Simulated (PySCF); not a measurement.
Does the answer move with the share of exact exchange?

Compound: C5H8Si.
Cartesian coordinates in Å at the PBE0-D3(BJ)/def2-SVP level; atoms count from 1:
```xyz
14
C5H8Si angstrom
C      2.9258   -0.5224    0.0806
C      1.7631   -0.2013   -0.0393
C      0.3609    0.1727   -0.1503
C     -0.2057    1.0696    0.9954
Si    -1.8734    0.2135    0.7064
C     -0.6683   -1.0005   -0.1142
H      3.9561   -0.8083    0.1802
H      0.2273    0.7134   -1.1043
H     -0.0550    2.1506    0.8743
H      0.2223    0.7604    1.9625
H     -2.7666    0.9303   -0.2551
H     -2.6809   -0.2373    1.8804
H     -0.3438   -1.7637    0.6113
H     -0.8687   -1.4923   -1.0753
```

PySCF, pcSseg-1 basis, density fitting, gas phase, PBE0-D3(BJ)/def2-SVP geometry. One functional is left out:

```
functional  exact exchange (%)  HOMO energy (eV)  LUMO energy (eV)  dipole moment (D)
     B97-D                   0             -6.28             -0.57              0.444
      BLYP                   0             -6.17             -0.56              0.418
      BP86                   0             -6.44             -0.78              0.415
       LDA                   0             -6.51             -0.94              0.397
      OPBE                   0             -6.30             -0.55              0.406
       PBE                   0             -6.34             -0.71              0.392
     B97-2                  21             -7.28              0.16              0.490
      PBE0                  25             -7.54              0.15              0.477
  mPW1PW91                  25             -7.56              0.17              0.498
 BHandHLYP                  50             -8.57              1.08              0.573
```

Question: Predict the row of B3LYP (20 % exact exchange) by straight lines through the other rows, and check it.

Answer: 
```tsv
property	line	computed	computed − line	B97-2 (21 %), for comparison
HOMO energy (eV)	-7.26	-7.29	-0.03	-7.28
LUMO energy (eV)	0.02	-0.04	-0.06	0.16
dipole moment (D)	0.476	0.486	+0.010	0.490
```

Question: Which of these properties follows the share of exact exchange most closely, and which least?

Answer: Most closely the HOMO energy, least the dipole moment; the correlations over the tabulated rows are HOMO energy -0.993, LUMO energy 0.981, dipole moment 0.964. The HOMO energy moves by -0.455 eV for every 10 %. Functionals with the same share still differ in their other parts: at 0 % BLYP and LDA differ by 0.34 eV in it.
